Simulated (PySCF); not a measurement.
# Identify the compound

The spectra below were simulated for a compound C₅H₁₂O₃Si.

1H NMR (500 MHz, computed): δ 5.49 (sept, 1H), 4.86 (s, 2H), 4.18 (s, 3H), 1.27 (d, 6H).

13C{1H} NMR (computed): δ 190.1 (C), 67.2 (CH), 53.4 (CH3), 23.9 (CH3, 2C).

Method: geometry from GFN2-xTB, σ from GIAO-PBE0/pcSseg-1, in PySCF 2.14.0 with density-fitted response routines (one averaged value for each set of equivalent atoms, no solvent model, non-relativistic, single conformer).

Chemical shifts δ = σref − σ; 1H (31.72 ppm) and 13C (186.93 ppm) against TMS, all at this level.

Question: Which of these isomers gave the spectra?
A. CC(=O)OC(C)(C)[SiH2]O
B. CC(C)OC(=O)OC[SiH3]
C. COC(C)(C)[SiH2]C(=O)O
D. CO[SiH2]C(=O)OC(C)C
E. CCO[SiH]1OCCCO1

Answer: D. 

Rings plus π bonds: 1 (no ring in the answer). 4 carbon signals for 5 carbons: some carbons are equivalent by symmetry or fast rotation. Carbon types of the structure: 1 × C, 1 × CH, 3 × CH3, leaving 2 H on heteroatoms. δC 190.1: carbonyl carbon. δC 67.2: sp3 CH bonded to O; deshielded by the electronegative neighbour. δC 53.4: methyl carbon bonded to O; deshielded by the electronegative neighbour. δH 5.49: hydrogen on an sp3 CH bonded to O; its carbon carries O, hence the downfield position. δH 4.18: hydrogen on a methyl carbon bonded to O; its carbon carries O, hence the downfield position.

The others: CC(C)OC(=O)OC[SiH3] has carbons computed at 162.8, 73.1, 58.0, 23.7, with a different DEPT pattern; CCO[SiH]1OCCCO1 would give 7 signals for carbon-bound and other non-exchanging H, not 4; CC(=O)OC(C)(C)[SiH2]O would give 3 signals for carbon-bound and other non-exchanging H, not 4; COC(C)(C)[SiH2]C(=O)O would give 3 signals for carbon-bound and other non-exchanging H, not 4.

Shifts are as computed. Against solution values, carbons near 30 ppm lie about +3 ppm off and those near 130 ppm about +5 ppm. Of 1211 compounds with measured shifts, 218 miss one by over three times the rms of a fit or turn the order of signals round; such compounds aren't used in these exercises. No couplings were computed; multiplicities are counted from neighbouring protons, with m where these are inequivalent, close in shift, in a saturated or five-membered ring or joined by F or P, and br s for small geminal =CH2 splittings.
